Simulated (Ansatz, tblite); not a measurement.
Removing and adding an electron: SnGe₂. Charge 0, multiplicity 1. Geometry: r2SCAN-D4/def2-TZVP. Ansatz, gas phase; energy differences of separate SCF runs; the oxidised species was run as a doublet alone; the reduced species was run as a doublet alone.

```xyz
3

Ge    1.5669   -0.3484    0.4694
Ge   -0.5032   -1.0288   -0.2253
Sn   -1.0638    1.3773   -0.2440
```

In the def2 sets Sn takes a core potential; there is no spin–orbit coupling. The xTB rows come from tblite. The structure comes from a short search, and lower isomers may exist.

(1) Estimate orbital energies and vertical ionisation energies and electron affinities at: GFN1-xTB; GFN2-xTB; PBE-D4/def2-TZVP; PBE-D4/def2-TZVPD; r2SCAN-D4/def2-TZVP; r2SCAN-D4/def2-TZVPD; PBE0-D4/def2-TZVP; PBE0-D4/def2-TZVPD.

Answers

(1) 
| level | −HOMO (eV) | vertical IE (eV) | −LUMO (eV) | vertical EA (eV) | HOMO–LUMO gap (eV) | IE − EA (eV) | remarks |
| --- | --- | --- | --- | --- | --- | --- | --- |
| GFN1-xTB | 9.80 | 12.06 | 8.68 | 6.72 | 1.11 | 5.34 | – |
| GFN2-xTB | 8.04 | 11.53 | 6.88 | 3.33 | 1.16 | 8.20 | – |
| PBE-D4/def2-TZVP | 5.07 | 7.64 | 3.85 | – | 1.23 | – | – |
| PBE-D4/def2-TZVPD | 5.11 | – | 3.88 | 1.63 | 1.22 | – | HOMO above zero (-1 doublet) |
| r2SCAN-D4/def2-TZVP | 5.30 | 7.70 | 3.88 | – | 1.42 | – | spin-contaminated (⟨S²⟩ 0.83) (+1 doublet) |
| r2SCAN-D4/def2-TZVPD | 5.32 | – | 3.90 | 1.80 | 1.42 | – | HOMO above zero (-1 doublet) |
| PBE0-D4/def2-TZVP | 5.90 | 7.67 | 3.26 | – | 2.65 | – | – |
| PBE0-D4/def2-TZVPD | 5.93 | – | 3.29 | 1.74 | 2.64 | – | – |

   A HOMO above zero means that the electron is unbound at that level or that self-interaction error raises the level; the energy of removing that electron tells which. Raw xTB energy differences between charge states are shifted by several eV; the methods need an empirical correction for them.
